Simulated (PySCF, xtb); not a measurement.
C4H2F2O2, SMILES O=C1COC(F)=C1F. The values are those of a single conformer.

Harmonic wavenumbers (cm⁻¹) from GFN2-xTB (xtb 6.7.1) at its own minimum, in rising order: 127, 224, 241, 320, 325, 513, 529, 561, 566, 659, 726, 895, 997, 1051, 1097, 1106, 1199, 1263, 1341, 1399, 1673, 1809, 2958, 2972.

**Question.** What does PySCF with B3LYP-D3(BJ)/def2-SVP give at its own minimum? (The exact figures need the calculation; the answer reports its results.)

**Answer.** 122, 224, 251, 320, 341, 552, 562, 585, 641, 687, 728, 964, 1029, 1053, 1173, 1190, 1249, 1364, 1438, 1498, 1762, 1859, 3086, 3153. Paired by order, the mean absolute difference is 54 cm⁻¹ and the zero-point energies are 35.1 and 36.9 kcal/mol.
